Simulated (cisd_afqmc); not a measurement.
Input (AFQMC/CISD/def2-SVP; cisd_afqmc is a phaseless AFQMC code with CISD trial states that reads the integrals written by Ansatz):

Ansatz 0.2 input:
```python
import cisd_afqmc

open("ham.yaml", "w").write("""\
crystal:
  periodic: [false, false, false]
  atoms:
    - {symbol: Sb, position_ang: [0.94231174, 0.49195114, 0.30319642]}
    - {symbol: I, position_ang: [-0.81515853, 1.29109562, -1.50039892]}
    - {symbol: I, position_ang: [-0.09159427, -1.76448257, 1.20864387]}
basis:
  gaussian:
    orbitals: def2-SVP
total_charge: 1
magnetization: {spin_polarized: false}
correlation: {method: ccsd, electrons: outside_noble_gas, hamiltonian_folder: ham}
""")
rep = cisd_afqmc.ansatz("ham.yaml")
e_ccsd = rep["correlation"]["coupled_cluster"]["energy"]["hartree"]
out = cisd_afqmc.run("ham", e_ccsd, trial="CISD", walkers=100, populations=8, threads=8, dt=0.005, steps=40, early=36, settle=10, least=32,
    cut=5e-5, rank_cut=2e-4, target=0.0004, seconds=1500, seed=1, memory=17280, gpu=False)
```

Output:

```
orbitals 51, occupied [9], factors 300 of 1006, rank of the doubles 166 of 378
E(HF) = -832.351107
E(CCSD) on the cut factors = -832.650271, shift to the whole factors -0.000004
Energy of the trial state on the determinant = -832.650143
  tau behind 10.8 of longer steps, mean of the populations' last blocks
   2.0  -832.66351
   4.0  -832.66474
   6.0  -832.66717
   8.0  -832.66705
  10.0  -832.66518
  12.0  -832.66554
  14.0  -832.66706
  16.0  -832.66545
  18.0  -832.66349
  20.0  -832.66669
  22.0  -832.66565
  24.0  -832.66585
  26.0  -832.66675
  28.0  -832.66783
  30.0  -832.66346
blocks 1272 (0 outliers left out), error by blocks joined: 1: 0.00016, 2: 0.00021, 4: 0.00027, 8: 0.00033, 16: 0.00040
E(AFQMC/CISD) = -832.66570 +/- 0.00040
```

 The CCSD(T) runs of this state have a T1 diagnostic of up to 0.029.

The error still grows at the longest joins of blocks, or few joins were possible, so the printed bar may be too narrow.
